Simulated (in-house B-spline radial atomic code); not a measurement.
The numbers below are computed, except where a source is named.
# Hf in an electron gas of r_s = 2.4: phase shifts, screening, friction and resistivity

A nucleus sits in a uniform electron gas with a rigid positive background. The Kohn-Sham equations are solved self-consistently in the spin-unpolarised LDA (PW92), non-relativistic, on B-splines with outgoing waves at the boundary and partial waves to l = 8. The model has no lattice, no bands and no magnetic solution. Atomic units; δ_l are the phase shifts at the Fermi level, counted so that each bound state adds π, and good to about 0.0005. Heavy atoms are models without relativity.

The density parameter is r_s = 2.4 bohr, near that of the valence electrons of In (3 per atom, density 7.31 g/cm³, mass 114.82 u, which gives r_s = 2.41).

```json
{"l": "0", "δ_l (rad)": "15.0089"}
{"l": "1", "δ_l (rad)": "12.3083"}
{"l": "2", "δ_l (rad)": "7.8237"}
{"l": "3", "δ_l (rad)": "3.1474"}
{"l": "4", "δ_l (rad)": "0.0006"}
{"l": "5", "δ_l (rad)": "-0.0002"}
{"l": "6", "δ_l (rad)": "-0.0004"}
{"l": "7", "δ_l (rad)": "-0.0004"}
{"l": "8", "δ_l (rad)": "-0.0004"}
```

Bound levels below the band bottom (hartree): p -12.42, d -7.128, s -1.514, p -0.7229, f -0.3247 and deeper ones.

(1) Check the Friedel sum rule, and say where the screening charge sits.

(2) Find the transport cross section and the electronic stopping of a 10 keV Hf ion (mass 178.49 u).

(3) What residual resistivity would 1 atomic per cent of such centres give in In?

(4) On a substitutional site the background of one host ion, a sphere holding 3 charges, is taken out. The phase shifts for l = 0 to 4 become 14.7413, 12.0895, 7.1597, 3.0995, -0.0108. What follows?

Results:

(1) k_F = (9π/4)^(1/3)/r_s = 0.79965. The rule is Z = (2/π) Σ (2l + 1) δ_l. The terms are s 9.555, p 23.507, d 24.904, f 14.026 and -0.009 beyond, in all 71.982 against Z = 72. Bound states hold 10 s, 24 p, 20 d and 14 f electrons, so the scattering states carry 3.98 in all; where a term is smaller than its bound count, the bound level has drawn weight out of the band.

(2) σ_tr = (4π/k_F²) Σ (l + 1) sin²(δ_l − δ_(l+1)). The terms for l = 0 to 3 are 0.1822, 1.8980, 2.9961, 0.0001, all together 5.0764, so σ_tr = 19.652 × 5.0764 = 99.762 bohr². With n = 3/(4π r_s³) = 0.01727, the friction coefficient is Q = n k_F σ_tr = 1.3777. For v well below v_F = 0.800, dE/dx = Q v; with 24801 eV per u at v = 1, v = √(10000/(24801 × 178.49)) = 0.0475, so dE/dx = 0.06548 hartree/bohr = 33.7 eV/nm. The largest term couples the d and f waves.

(3) Δρ = k_F n_i σ_tr/n in atomic units of 21.74 μΩ·cm. With one host atom per 3 electrons, n_i/n = 0.01/3, so Δρ = 0.7996 × 0.00333 × 99.762 × 21.74 = 5.78 μΩ·cm. This is an atom added to the gas, as on an interstitial site.

(4) The Friedel sum is now 69.00, for Z − 3 = 69. The sum in σ_tr is 4.0275, so σ_tr = 79.15 bohr² and Δρ = 4.59 μΩ·cm per atomic per cent, 0.79 times the value above. A real host ion scatters too, so this model doesn't give zero even for the host's own atom.
